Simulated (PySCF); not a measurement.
An unknown is described by computed data only.

Formula: C7H6F2O.

| Property | Result |
| --- | --- |
| 13C NMR | chemical shifts (computed TMS as zero) by class: 158.2 (1 C), 135.6 (2 C), 128.9 (1 C), 121.1 (2 C), 120.0 (1 C) ppm [GIAO PBE0/pcSseg-1] |
| Valence photoelectron | vertical ionisation energy: 9.13 eV [ΔSCF CAM-B3LYP/def2-SVPD] |
| Polarisability | 86.0 au [CAM-B3LYP/def2-SVPD] |
| Couplings | largest of the computed one-bond spin–spin couplings (means over like bonds): 19F–13C -319.5 (×2), 13C–1H +219.8, 13C–1H +170.1 (×2), 13C–1H +169.7, 13C–1H +168.0 (×2) Hz [B3LYP/pcJ-1, spin–dipole term left out for some pairs] |
| Rotational structure | rotational constants A, B, C: 3.593, 0.770, 0.656 GHz [PBE0-D3(BJ)/def2-SVP] |
| UV, first state | lowest singlet excitation: 5.34 eV (232 nm, f = 0.013) [TDDFT CAM-B3LYP/def2-SVPD] |

The electronic properties come from PySCF, for the isolated species, density fitting. Levels stand in brackets. The structure is a single PBE0-D3(BJ)/def2-SVP conformer in the gas phase; no vibrational or solvent corrections. NMR classes are plain means over equivalent atoms (diastereotopic ones count apart unless rotation or inversion swaps them), as if these changed places fast.

**Question.** Give a SMILES that accounts for the data.

**Answer.** Numbering: `[F:1][CH:2]([F:3])[O:4][c:5]1[cH:6][cH:7][cH:8][cH:9][cH:10]1`. Its formula, C7H6F2O, gives 4 degrees of unsaturation: 1 ring and 3 π bonds in the structure found (Kekulé form). 7 carbons fall into 5 classes; from least to most shielded: aromatic carbon bearing oxygen [C5] (158.2 ppm), aromatic CH carbon [C7/C9] (135.6 ppm, 2 C), aromatic CH carbon [C8] (128.9 ppm), aromatic CH carbon [C6/C10] (121.1 ppm, 2 C, up to 5.8 ppm apart in this geometry), CHF2 carbon [C2] (120.0 ppm). The couplings run between: -319.5 Hz, fluorine of a CF2 group [F1] and CHF2 carbon [C2] (with 1 like pair); +219.8 Hz, CHF2 carbon [C2] and its hydrogen; +170.1 Hz, aromatic CH carbon [C6] and its hydrogen (with 1 like pair); +169.7 Hz, aromatic CH carbon [C8] and its hydrogen; +168.0 Hz, aromatic CH carbon [C7] and its hydrogen (with 1 like pair). The first electron is taken from the HOMO, whose largest Löwdin shares are 0.22 on an aromatic CH carbon, 0.18 on the aromatic carbon bearing oxygen, 0.15 on the aryl ether oxygen and 0.12 on an aromatic CH carbon. The optimised geometry has point group C1 and is an asymmetric top. Structure: PhOCF2H, `FC(F)OC1=CC=CC=C1`. The assignments are read from this structure; whether some other isomer fits the data as well wasn't checked.

Shape of the structure used: `[F:1][CH:2]([F:3])[O:4][c:5]1[cH:6][cH:7][cH:8][cH:9][cH:10]1`: F1–C2–O4–C5 -162°, C2–O4–C5–C6 156°.
